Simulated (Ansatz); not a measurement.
Reaction (redistribution): `[SiH3][O][AlH][SiH3]` + `[CH3][AlH][SiH2]C` → `C[SiH2][AlH][O][SiH3]` + `[CH3][AlH][SiH3]`

Isolated molecules relaxed with PBE0-D4/def2-TZVP in Ansatz; ΔE leaves out vibrations. CCSD(T)/CBS adds triple-zeta CCSD(T) − MP2 to the extrapolated MP2 energy (def2 sets, frozen cores). Functionals use def2-TZVPP. Each species was taken in one conformer, which may not be the lowest.

```tsv
level	ΔE (kJ/mol)
r2SCAN-D4	-2.3
HF/def2-TZVPP	-0.3
CCSD/def2-TZVPP	-1.6
SCS-MP2/def2-QZVPP	-1.6
```

Q: What does CCSD(T)/CBS give? (Best estimate.)

A: Ansatz gave: -2.0 kJ/mol. The listed levels differ from it by -0.3, 1.7, 0.4, 0.4 kJ/mol.

Largest T1 diagnostic among the species: 0.013.
